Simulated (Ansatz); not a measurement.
Species: CH5AlO2 (charge 0, singlet). 
Structure (B3LYP-D3(BJ)/def2-TZVP (Ansatz, a program for electronic structure) minimum search):
```xyz
9

Al     0.0360     0.0341     0.0018
C     -1.4368    -1.2196    -0.1085
H     -1.1266    -2.1422    -0.6057
H     -2.2794    -0.8034    -0.6623
H     -1.7868    -1.5010     0.8875
O     -0.0899     1.5286    -0.8023
H      0.5753     2.2168    -0.8164
O      1.4113    -0.4060     0.9020
H      2.1984     0.1240     1.0268
```

Total electronic energies in hartree. Valence correlation only, unless marked. No spin-orbit coupling. Non-relativistic. Basis-set limits of correlation are two-point, X^-3; Hartree-Fock from the larger set. The bracket is a focal-point correction in the basis named.

| level | program | energy (Eh) |
|---|---|---|
| HF/6-31G | Ansatz | -432.43507 |
| BLYP/def2-TZVPD | Ansatz | -434.17299 |
| B3LYP-D3(BJ)/def2-TZVPD | Ansatz + dftd3 | -434.25384 |
| PBE0-D3(BJ)/def2-TZVP | Ansatz + dftd3 | -433.88769 |
| PBE0-D4/def2-TZVPD | Ansatz + dftd4 | -433.89090 |
| PBE0/def2-TZVPD | Ansatz | -433.88682 |
| r2SCANh/def2-TZVPD | Ansatz | -434.07702 |
| CAM-B3LYP/def2-TZVPD | Ansatz | -434.15403 |
| LC-wPBE-D4/def2-TZVPD | Ansatz + dftd4 | -434.02791 |
| RPA@PBE/cc-pV(T+d)Z | Ansatz | -433.78245 |
| MP2/6-31G | Ansatz | -432.80909 |
| MP2/6-31G* | Ansatz | -433.06393 |
| MP2/aug-cc-pV(T+d)Z | Ansatz | -433.41077 |
| MP2/cc-pV(Q+d)Z | Ansatz | -433.46552 |
| MP2/CBS(cc-pV(T+d)Z,cc-pV(Q+d)Z) | Ansatz | -433.5067 |
| SCS-MP2/STO-3G | Ansatz | -427.24735 |
| SCS-MP2/6-31G* | Ansatz | -433.05208 |
| SCS-MP2/aug-cc-pV(T+d)Z | Ansatz | -433.40433 |
| CCSD/aug-cc-pV(D+d)Z | Ansatz | -433.24329 |
| CCSD/cc-pV(Q+d)Z | Ansatz | -433.47865 |
| CCSD(T)/STO-3G | Ansatz | -427.28063 |
| RI-MP2/CBS(aug-cc-pV(T+d)Z,aug-cc-pV(Q+d)Z)+[CCSD(T)-MP2]/aug-cc-pV(D+d)Z | Ansatz | -433.5552 |
| CCSD(T)/CBS(cc-pV(T+d)Z,cc-pV(Q+d)Z) | Ansatz | -433.5477 |

Totals of different functionals don't rank their quality; only differences between species are comparable.
